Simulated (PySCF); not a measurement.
## Structure from 2D NMR

Compound of formula C$_{7}$H$_{11}$FO. Correlations simulated from computed shifts and the bond graph:

HSQC (one-bond C–H):
| δH | δC |
| --- | --- |
| 2.57 | 41.5 |
| 2.18 | 31.1 |
| 1.68 | 30.5 |
| 1.53 | 27.2 |
| 1.48 | 27.2 |
| 1.39 | 31.1 |
| 1.24 | 30.5 |

COSY cross peaks (H two or three bonds apart, from the bond graph; peaks can be absent where the dihedral angle is near 90°):
| δH | δH |
| --- | --- |
| 2.57 | 2.18 |
| 2.57 | 1.39 |
| 2.18 | 1.53 |
| 2.18 | 1.48 |
| 2.18 | 1.39 |
| 1.68 | 1.53 |
| 1.68 | 1.48 |
| 1.68 | 1.24 |
| 1.53 | 1.48 |
| 1.53 | 1.39 |
| 1.53 | 1.24 |
| 1.48 | 1.39 |
| 1.48 | 1.24 |

HMBC (two and three bonds, from the bond graph):
| δH | δC |
| --- | --- |
| 2.57 | 160.8, 31.1, 27.2 |
| 2.18 | 160.8, 41.5, 31.1, 30.5, 27.2 |
| 1.68 | 31.1, 27.2 |
| 1.53 | 41.5, 31.1, 30.5, 27.2 |
| 1.48 | 41.5, 31.1, 30.5, 27.2 |
| 1.39 | 160.8, 41.5, 31.1, 30.5, 27.2 |
| 1.24 | 31.1, 27.2 |

Carbons without hydrogens: δ 160.8.

Non-relativistic Hamiltonian, no solvent model, averaged over atoms made equivalent by symmetry, fast rotation or ring inversion, a single conformation. KT3/pcSseg-1 with gauge-including orbitals; geometry from PBE0-D3(BJ)/def2-SVP; PySCF 2.14.0 with density-fitted response routines.

Chemical shifts δ = σref − σ; 1H and 13C against TMS, all at this level.

Exchangeable hydrogens are left out of these lists.

Q: Which molecule is this?

A: SMILES C(=O)(F)C1CCCCC1.

Atom-mapped SMILES (the numbers label the heavy atoms): `[O:1]=[C:2]([F:3])[CH:4]1[CH2:5][CH2:6][CH2:7][CH2:8][CH2:9]1`. Hydrogens are named by the atom that carries them. Ha(C5), Ha(C6), Ha(C7), Ha(C8), Ha(C9) are cis to C2 on the ring; Hb(C5), Hb(C6), Hb(C7), Hb(C8), Hb(C9) are trans to C2 on the ring.

- δC 160.8 is C2, a carbonyl carbon.
- δC 41.5 is C4, an sp3 CH α to a carbonyl (δH 2.57).
- δC 31.1 is C5/C9, an sp3 CH2 in a ring (δH 1.39, 2.18).
- δC 30.5 is C7, an sp3 CH2 in a ring (δH 1.24, 1.68).
- δC 27.2 is C6/C8, an sp3 CH2 in a ring (δH 1.48, 1.53).
- HMBC from δH 2.57 reaches the proton-free carbon C2.
- HMBC from δH 2.18 reaches the proton-free carbon C2.
- HMBC from δH 1.39 reaches the proton-free carbon C2.
- COSY links 2.57–2.18, 2.57–1.39, 2.18–1.53, 2.18–1.48, 2.18–1.39, 1.68–1.53.

The shifts were computed for this structure.

Shifts are as computed, not scaled to solution data. Of 1211 compounds with measured shifts, 218 miss one by over three times the rms of a fit or turn the order of signals round; such compounds aren't used in these exercises.
